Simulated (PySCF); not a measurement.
## Excitation energy of Tl by level of theory

Tl [Xe] 4f14 5d10 6s2 6p1 (2P) → Tl [Xe] 4f14 5d10 6s1 6p2 (4P), as a difference of total energies. Computed with PySCF 2.14 in aug-cc-pVQZ-DK3, with scalar relativity by spin-free X2C-1e. Correlated levels: valence: [Xe] 4f14 5d10 frozen. The calculations carry no spin-orbit coupling.

```json
{"method": "UHF", "excitation energy (eV)": "4.311"}
{"method": "MP2 (valence)", "excitation energy (eV)": "4.885"}
{"method": "SCS-MP2 (valence)", "excitation energy (eV)": "5.109"}
{"method": "CCSD (valence)", "excitation energy (eV)": "5.025"}
{"method": "CCSD(T) (valence)", "excitation energy (eV)": "5.039"}
```

Task: How much does correlation contribute at CCSD(T) (valence)?

Result: 5.039 − (4.311) = 0.728 eV, measured against UHF.

Spin-orbit coupling is strong in these open shells (close to jj coupling). The scalar numbers leave it out and a first-order estimate fails, so it can dominate the gap to the real levels.
